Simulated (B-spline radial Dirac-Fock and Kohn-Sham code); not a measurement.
## X-ray lines that fill the M3 vacancy in Bi⁴⁺

System: Bi⁴⁺, configuration 1s2 2s2 2p6 3s2 3p6 3d10 4s2 4p6 4d10 4f14 5s2 5p6 5d10 6s1, inside a Watson sphere of charge -4 and radius 2.7 Å (a model of the Madelung potential; inside it an electron's potential energy is raised by 21.3 eV).

Calculated with a radial finite-basis atomic code, using one-electron (LDA, Dirac) transition rates at Dirac-Fock energies.

```csv
line,multipole,energy (eV),rate (s⁻¹),share (%)
M3-M4,E1,493.9,1.99e+11,0.183
M3-M5,E1,602.1,3.41e+12,3.14
M3-N1,E1,2237.5,1.65e+13,15.2
M3-N2,E2,2370.4,4.76e+10,0.0438
M3-N3,E2,2499.1,4.00e+10,0.0368
M3-N4,E1,2715.3,8.29e+12,7.63
Mγ,E1,2739.3,6.39e+13,58.8
M3-O1,E1,–,3.72e+12,3.42
M3-N6,E2,3022.2,1.16e+11,0.107
M3-N7,E2,3027.4,6.88e+11,0.633
M3-O4,E1,3158.3,1.30e+12,1.19
M3-O5,E1,3161.4,1.00e+13,9.24
M3-P1,E1,3180.6,3.47e+11,0.320
```

The listed lines hold 100.0 % of the radiative rate. A dash stands for an energy that rests on an unreliable hole state. The radiative width is 0.0715 eV in the length form and 0.0709 eV in the velocity form; the two differ because the transition energies are not eigenvalue differences of the potential that gave the orbitals.
